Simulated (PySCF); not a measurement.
Field gradients at the hydrogen positions

Species: C₅H₉F₃O₂Si.
Structure used (GFN2-xTB), in Å, numbered top down from 1:
```xyz
20
C5H9F3O2Si angstrom
C     -1.6467   -1.3443   -0.4528
C     -0.2265   -0.7907   -0.4864
C      0.5512   -1.2056    0.7660
O      1.8701   -0.7319    0.7748
Si     2.3397    0.6788    0.1160
O      1.1303    1.1790   -0.8850
C     -0.1725    0.7281   -0.7291
C     -0.8469    1.5961    0.3408
F     -0.7036    2.8937    0.0464
F     -0.3508    1.4342    1.5735
F     -2.1695    1.3802    0.4335
H     -2.2084   -1.0162   -1.3242
H     -2.1776   -1.0220    0.4387
H     -1.6141   -2.4309   -0.4528
H      0.3075   -1.2134   -1.3466
H      0.6087   -2.2996    0.8011
H      0.0389   -0.8639    1.6720
H      2.5426    1.6679    1.1647
H      3.4357    0.4097   -0.7927
H     -0.7132    0.9614   -1.6608
```

Level: PBE0/pcSseg-1 (PySCF, non-relativistic); Q(2H) = 0.00286 b; rigid geometry, the same for H and D, with no vibrational averaging.

**Question.** Rank these positions by the coupling χzz of a deuteron there, largest first.
A. H16 (methylene hydrogen)
B. H20 (methine hydrogen)
C. H18 (Si–H hydrogen)
D. H14 (methyl hydrogen)
E. H19 (Si–H hydrogen)

**Answer.** D (212 kHz), A (194 kHz), B (182 kHz), E (113 kHz), C (108 kHz).

**Question.** Tabulate Vzz, the asymmetry η and χzz = 234.96 MHz × Q × Vzz for every hydrogen position.

**Answer.** 
```tsv
atom	bonded to	bond length (Å)	Vzz (au)	η	χzz (kHz)
H12	C1	1.087	0.3144	0.03	211
H13	C1	1.086	0.3115	0.03	209
H14	C1	1.087	0.3148	0.02	212
H15	C2	1.097	0.2874	0.01	193
H16	C3	1.096	0.2885	0.06	194
H17	C3	1.095	0.2856	0.06	192
H18	Si5	1.456	0.1613	0.01	108
H19	Si5	1.449	0.1680	0.01	113
H20	C7	1.102	0.2713	0.03	182
```

**Question.** Average by the element that carries the hydrogen.

**Answer.** on C: 199 kHz over 7 positions, mean bond length 1.093 Å; on Si: 111 kHz over 2 positions, mean bond length 1.452 Å.

**Question.** How does χzz go with the bond length over the 7 C–H bonds?

**Answer.** A straight-line fit has a slope of -18.6 kHz for each 0.01 Å, with a correlation coefficient of -0.99, over lengths from 1.086 to 1.102 Å. The longer bonds have the smaller couplings here.

**Question.** A static deuteron (I = 1) shows a doublet split by (3/2)χ, (3/4)χ(1 + η) and (3/4)χ(1 − η) with the field along z, y and x of the gradient. What are these for H12?

**Answer.** With |χ| = 211.3 kHz and η = 0.031: 317, 163 and 154 kHz, to first order and without motion.

Isolated species at its GFN2-xTB geometry (one conformer only). GFN2-xTB bond lengths can be off by several hundredths of an ångström, more for odd bonds, and the gradients follow them. With so small a basis the couplings can be 20 % off.
